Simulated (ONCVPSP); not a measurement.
# Which change was made? (Tm, ONCV)

ONCVPSP 4.0.1 input, shortened (lines: element, Z, core and valence counts, functional; n l f; lmax; l rc ep ncon nbas qcut; lloc lpopt rc5 dvloc0; l nproj debl; icmod fcfact rcfact), LDA (Perdew-Wang 92), scalar-relativistic:

```
  Tm 69.00    8    6  -001012      upf
    1    0    2.00
    2    0    2.00
    2    1    6.00
    3    0    2.00
    3    1    6.00
    3    2   10.00
    4    0    2.00
    4    1    6.00
    4    2   10.00
    4    3   13.00
    5    0    2.00
    5    1    6.00
    5    2    0.50
    6    0    1.50
    3
    0    1.85    0.00    4    8    7.20
    1    1.45    0.00    4    7    6.70
    2    1.05    0.00    3    7   15.10
    3    0.85    0.00    3    8   22.00
    3    5    0.85    0.00
    0    3    2.70
    1    3    3.90
    2    2    1.40
    3    0    2.80
    0    0.00    0.00
```

Cutoffs, loose and tight: the cutoffs (Ha) at which the residual kinetic energy of the hardest occupied pseudo-wave falls to 1 and 0.1 mHa per electron. They do not see the model core or the augmentation charge, which bear on the density cutoff. Test errors are all-electron minus pseudo excitation energies from the reference, over the configurations 4d10 4f13 5s2 5p6 5d0 6s2; 4d10 4f13 5s2 5p6 5d0 6s1; 4d10 4f13 5s2 5p6 5d0 6s0; 4d10 4f14 5s2 5p6 5d0 6s0; variants that change the core or the reference have their own tests.

The base gives: outcome: generated; cutoff, loose: 183 Ha; cutoff, tight: 313 Ha; bound ghosts: s, p; GHOST(+) flags above zero: s; largest test error (meV): tests left out (the all-electron energies of this program are off by 10 to 40 meV for near-neutral 4f atoms).

Problem. After one change the result is: outcome: generated; bound ghosts: s; GHOST(+) flags above zero: s, p; largest test error (meV): tests left out (the all-electron energies of this program are off by 10 to 40 meV for near-neutral 4f atoms). Which change was it?
A. f: qcut 30.8
B. f: qcut 18.5
C. f: qcut 27.5
D. f: qcut 12.8

Solution. D. The others give: f: qcut 27.5 → outcome: failed: ERROR pspot: first pseudo wave function has node, program will stop | f: qcut 30.8 → outcome: generated; cutoff, loose: 344 Ha; cutoff, tight: 390 Ha; bound ghosts: s, p, d; GHOST(+) flags above zero: p; largest test error (meV): tests left out (the all-electron energies of this program are off by 10 to 40 meV for near-neutral 4f atoms) | f: qcut 18.5 → outcome: generated; cutoff, loose: 152 Ha; cutoff, tight: 407 Ha; bound ghosts: s, p; GHOST(+) flags above zero: s; largest test error (meV): tests left out (the all-electron energies of this program are off by 10 to 40 meV for near-neutral 4f atoms).
